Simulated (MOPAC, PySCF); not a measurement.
CH4OS, SMILES `COS` (C–O–S–H torsion 81°), neutral singlet in the gas phase. 

Cartesian coordinates (Å):
SMILES: COS
```xyz
7

C     -0.7772    -0.0790    -0.0057
O      0.2675    -0.7276     0.7227
S      1.8075    -0.2981     0.2729
H     -1.7063    -0.5403     0.3282
H     -0.6552    -0.2224    -1.0815
H     -0.7992     0.9919     0.2158
H      1.9119     0.8574     0.9710
```
Charge 0, spin multiplicity 1.

All levels are single points at this geometry (B3LYP-D3(BJ)/def2-TZVP); Pople sets use spherical d functions. Orbital energies aren't observables, and empty levels follow the basis.

PM7 in MOPAC gives dipole (D) = 2.25.

Task: Estimate the dipole (D) from each of these levels: B3LYP-D3(BJ)/def2-TZVP in PySCF; B3LYP/3-21G in PySCF; B3LYP/6-311+G** in PySCF; B3LYP/6-31G* in PySCF; BP86/6-31G* in PySCF; M06-2X/6-31G* in PySCF; PBE/6-31G* in PySCF; HF/3-21G in PySCF; HF/6-31G* in PySCF; HF/STO-3G in PySCF; PM3 in MOPAC; PM6 in MOPAC.

Result: 
```json
[
 {"level": "B3LYP-D3(BJ)/def2-TZVP in PySCF", "dipole (D)": "1.75"},
 {"level": "B3LYP/3-21G in PySCF", "dipole (D)": "2.14"},
 {"level": "B3LYP/6-311+G** in PySCF", "dipole (D)": "1.94"},
 {"level": "B3LYP/6-31G* in PySCF", "dipole (D)": "1.85"},
 {"level": "BP86/6-31G* in PySCF", "dipole (D)": "1.83"},
 {"level": "M06-2X/6-31G* in PySCF", "dipole (D)": "1.91"},
 {"level": "PBE/6-31G* in PySCF", "dipole (D)": "1.83"},
 {"level": "HF/3-21G in PySCF", "dipole (D)": "2.42"},
 {"level": "HF/6-31G* in PySCF", "dipole (D)": "2.05"},
 {"level": "HF/STO-3G in PySCF", "dipole (D)": "1.49"},
 {"level": "PM3 in MOPAC", "dipole (D)": "2.07"},
 {"level": "PM6 in MOPAC", "dipole (D)": "2.13"}
]
```
